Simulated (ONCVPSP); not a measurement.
**Cs (Z = 55): one change to an ONCV potential, before and after**

ONCVPSP 4.0.1 input, shortened (lines: element, Z, core and valence counts, functional; n l f; lmax; l rc ep ncon nbas qcut; lloc lpopt rc5 dvloc0; l nproj debl; icmod fcfact rcfact), PBEsol, scalar-relativistic:

```
  Cs 55.00    9    3  -116133      upf
    1    0    2.00
    2    0    2.00
    2    1    6.00
    3    0    2.00
    3    1    6.00
    3    2   10.00
    4    0    2.00
    4    1    6.00
    4    2   10.00
    5    0    2.00
    5    1    6.00
    6    0    0.50
    2
    0    2.75    0.00    4    7    5.30
    1    2.75    0.00    5    9    4.80
    2    3.05    0.37    4    7    3.70
    4    5    1.75    0.00
    0    2    2.10
    1    1    2.90
    2    2    3.70
    3    5.75    1.45
```

In the d channel the program set the typed energies aside and used 0.050, 3.750 Ha.

All-electron outer shells of the reference configuration (PBEsol, scalar-relativistic, ld1.x):

```tsv
shell	level (eV)	outermost node (bohr)	outermost maximum (bohr)
5s	-29.21	0.82	1.54
5p	-15.95	0.89	1.79
6s	-3.76	2.10	4.45
```

Change: local potential polynomial inside 2.10 bohr (lpopt 5, dvloc0 1 Ha).

Cutoffs: the cutoffs (Ha) at which the residual kinetic energy of the hardest occupied pseudo-wave falls to 1 and 0.1 mHa per electron; they do not see the model core or the augmentation charge, which bear on the density cutoff. Errors are all-electron minus pseudo energies relative to the spin-unpolarised reference configuration.

**Question.** What does the change do?

**Answer.** The potential gets neither clearly harder nor softer (7.8 Ha and 9.6 Ha → 7.8 Ha and 9.6 Ha); the lowest positive-energy flag moves from s at 55.5 eV to s at 121.3 eV; of the 4 tests that both files solve, the error grows in 0 and shrinks in 1 by more than 15 % and 0.3 meV (median size 0.6 → 0.7 meV); the range in which the s phases agree widens (upper end 2.0 → 3.5); neither file shows a bound ghost.

| quantity | base | changed |
| --- | --- | --- |
| cutoff, loose | 7.8 Ha | 7.8 Ha |
| cutoff, tight | 9.6 Ha | 9.6 Ha |
| bound ghosts | none | none |
| GHOST(+) flags under 300 eV | s at 55.5 eV | s at 121.3 eV |
| error for 5s2 5p6 6s1, meV [ΔE -1.46 eV] | 0.0 | 0.0 |
| error for 5s2 5p6 6s0, meV [ΔE 2.33 eV] | -0.2 | -0.2 |
| error for 5s2 5p6 6s0 6p1, meV [ΔE -0.11 eV] | +9.6 | +3.7 |
| error for 5s2 5p6 5d1 6s0, meV [ΔE 0.20 eV] | -1.1 | -1.1 |
| s: phases at 2.79 bohr within 0.05 rad from the reference energy up to (Ha; the scan ends near 5) | 2.0 | 3.5 |
| p: phases at 2.79 bohr within 0.05 rad from the reference energy up to (Ha; the scan ends near 5) | 0.3 | 0.6 |
| d: phases at 3.09 bohr within 0.05 rad from the reference energy up to (Ha; the scan ends near 5) | 1.4 | 1.4 |
| rms error of d²Exc/dni dnj with the model core, mHa | 2.08 | 2.08 |
